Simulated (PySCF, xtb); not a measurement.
Ga(OH) (GaHO), SMILES [OH][Ga] (connectivity only; charge and spin as stated), neutral, multiplicity 1.

xtb with GFN2-xTB at its own geometry gives an orbital gap of 7.00 eV and a dipole moment of 0.90 D.

Geometry: PBE-D3(BJ)/def2-TZVP. A frequency run showed that this geometry is not a minimum.

**Question.** What does CAM-B3LYP/def2-TZVPD (PySCF) give? (An estimate is asked for; the answer gives what the named calculation found.)

**Answer.** gap 8.84 eV (levels -8.88 and -0.05 eV), dipole 0.13 D.
